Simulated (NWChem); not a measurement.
BHCl, doublet; SMILES [BH]Cl

All runs: NWChem. Pople sets run with spherical d functions. Spin-unrestricted. In the optimisation the excess spin sits in a' (Cs, its own frame). Structure relaxed at the PBE0/def2-SVP, spin-unrestricted level. No stability test was run on the SCF state.

Q: Taking UHF/def2-QZVP as the yardstick, which of these has the fewest basis functions while keeping “dipole (D)” within 0.1 D of it: UHF/STO-3G; UHF/6-311G**; UHF/6-311++G**; UHF/3-21G; UHF/6-31+G*; UHF/6-31G*; UHF/def2-TZVPD?

A: UHF/def2-TZVPD.
| level | basis functions | dipole (D) |
|---|---|---|
| UHF/STO-3G | 15 | 1.47 |
| UHF/3-21G | 24 | 1.30 |
| UHF/6-31G* | 34 | 0.80 |
| UHF/6-31+G* | 42 | 0.78 |
| UHF/6-311G** | 50 | 0.79 |
| UHF/6-311++G** | 59 | 0.73 |
| UHF/def2-TZVPD | 92 | 0.59 |
| UHF/def2-QZVP | 157 | 0.59 |

The yardstick is one finite set, not the basis-set limit.
